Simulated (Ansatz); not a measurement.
System: C₂H₇GeO, net charge -1, singlet state. It need not be the lowest isomer of its formula. Whether it binds its extra electron was not tested at this geometry. SMILES: CC[O][GeH2-]
Geometry from a B3LYP-D3(BJ)/def2-TZVP (Ansatz, a quantum-chemistry and plane-wave program) optimisation:
```xyz
11

C     -2.8688    -0.3863     0.3970
C     -1.3842    -0.2547     0.7371
O     -0.6477    -0.0243    -0.4133
Ge     1.2517     0.1816    -0.2774
H     -3.2277     0.5281    -0.0832
H     -3.0234    -1.2135    -0.3012
H     -3.4708    -0.5694     1.2950
H     -1.0497    -1.1733     1.2546
H     -1.2533     0.5619     1.4718
H      1.4698    -1.0996     0.7263
H      1.2005     1.1952     1.0136
```
Charge -1, spin multiplicity 1.

Parts of the frozen-core correlation energy in aug-cc-pVTZ (Ansatz, hartree). Frozen orbitals: 17; correlated occupied orbitals by spin: 13 and 13; virtual: 328 and 328. No spin-orbit coupling. No relativistic terms.

| term | value |
|---|---|
| reference (HF) | -2230.13698 |
| MP2 opposite-spin | -0.57949 |
| MP2 same-spin | -0.16560 |
| CCSD correlation | -0.78550 |
| (T) | -0.03229 |
| T1 diagnostic | 0.014 |
| largest doubles amplitude | 0.040 |
